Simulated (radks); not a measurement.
The numbers below are computed, except where a source is named.
Problem. The mean radii <r> (bohr) of the occupied orbitals of an atom or ion are listed with their occupations. Code: a radial shooting solver on a logarithmic mesh with Libxc functionals. Model: Dirac Kohn-Sham, PBEsol, spin-unpolarised, spherical densities, finite nucleus; Fermi nuclear charge, rms radius of each element as measured or else 0.836 A^(1/3) + 0.57 fm.

orbital  occ.      <r>
1s1/2       2  0.01660
2s1/2       2  0.06928
2p1/2       2  0.05693
2p3/2       4  0.06560
3s1/2       2   0.1802
3p1/2       2   0.1705
3p3/2       4   0.1864
3d3/2       4   0.1621
3d5/2       6   0.1670
4s1/2       2   0.3993
4p1/2       2   0.4012
4p3/2       4   0.4354
4d3/2       4   0.4425
4d5/2       6   0.4536
5s1/2       2   0.8983
4f5/2       6   0.4787
4f7/2       8   0.4854
5p1/2       2   0.9633
5p3/2       4    1.054
5d3/2       4    1.317
5d5/2       4    1.356

Name the element and its charge. Open shells, if any, fill j = l - 1/2 first.

Solution. Z = 80, mercury, charge +4: Hg4+ in [Xe] 4f14 5d8. The 1s radius gives Z: for a bare nucleus <r> = (2 gamma + 1)/(2Z) with gamma = sqrt(1 - (Z/c)^2), 0.0164 bohr for Z = 80, and screening makes it slightly larger (0.01660 here). The occupations add up to 76, and the charge is Z minus that.
